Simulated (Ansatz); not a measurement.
```yaml
crystal:
  periodic: [false, false, false]
  atoms:
    - {symbol: Be, position_ang: [-0.587843, -0.376311, 0.603754]}
    - {symbol: Se, position_ang: [0.810497, 0.727052, 1.242139]}
    - {symbol: Be, position_ang: [0.587849, 0.376301, -0.603759]}
    - {symbol: Se, position_ang: [-0.810503, -0.727052, -1.242143]}
basis:
  gaussian: {orbitals: aug-cc-pVDZ, fitting: {mean_field: def2-universal-jkfit}}
hamiltonian: {xc: {name: B97}}
scf: {lower_state_search: off}
output: {forces: true}
```

```sh
$ ansatz run in.yaml --threads 4 --pin off --events-out ev --progress --plain --max-ram 3916MiB
```

It prints (some lines left out):

```
Functional definition: B97
634 factors; integrals over basis functions are off by at most 3.0e-1 eV
mean field evaluation 1: about -131495.0460 eV, gradient 2.1e1 eV
mean field evaluation 2: about -131495.5285 eV, gradient 1.9e1 eV
mean field evaluation 4: about -131496.6463 eV, gradient 1.4e0 eV
mean field evaluation 8: about -131496.6541 eV, gradient 6.8e-4 eV
mean field -131496.65405340 eV, -4832.4129048292 hartree, gradient 1.3e-6 eV, S^2 0.000000; 0 other end points of the search recorded, 0 dependent functions left out
reference -131496.65408503 eV, -4832.4129059914 hartree; 38, 38 occupied and 80, 80 virtual orbitals, 634 factors
Total energy: -131496.65408503 eV, -4832.4129059914 hartree
Atom 0 at    -0.587843    -0.376311     0.603754 Å, force    -2.130926    -1.363890     2.190726 eV/Å
Atom 1 at     0.810497     0.727052     1.242139 Å, force     2.493446     2.236883     3.822901 eV/Å
Atom 2 at     0.587849     0.376301    -0.603759 Å, force     2.130930     1.363885    -2.190725 eV/Å
Atom 3 at    -0.810503    -0.727052    -1.242143 Å, force    -2.493450    -2.236878    -3.822902 eV/Å
Dipole moment:     0.000002    -0.000003     0.000000 e Å
Checks for a lower state left out: stability, starts, cluster_reference, orbital_swaps, neighbouring_geometries, increment
```

It took 2 s on 4 threads of Arm Neoverse V1 on a shared host.
